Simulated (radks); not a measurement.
Charge is removed step by step from the 5d up level of neutral tantalum, starting from [Xe] 4f14 5d(up 3, down 0) 6s2. Method: scalar-relativistic Kohn-Sham, LDA (Slater exchange, Perdew-Wang correlation), spin-polarised, spherical densities, point nucleus; computed with a radial shooting solver on a logarithmic mesh with Libxc functionals.

removed (e)	E - E(0) (eV)	eigenvalue (eV)	E minus straight line (eV)
0	0.000	-4.332	0.000
0.125	0.601	-5.294	-0.454
0.25	1.325	-6.288	-0.787
0.375	2.175	-7.314	-0.992
0.5	3.155	-8.370	-1.068
0.625	4.269	-9.454	-1.010
0.75	5.520	-10.566	-0.815
0.875	6.911	-11.703	-0.479
1	8.446	-12.865	0.000

Removing the whole electron costs 8.446 eV by Delta-SCF, against 4.332 eV from minus the eigenvalue at the starting occupation. Slater's transition state (half an electron removed) gives 8.370 eV. Integrating minus the eigenvalue over the occupation (Janak's theorem) gives 8.446 eV. In this scalar-relativistic scheme the density is built from large components alone, so the theorem holds only approximately. The mean slope of the eigenvalue, de/dn, is 8.53 eV per electron.
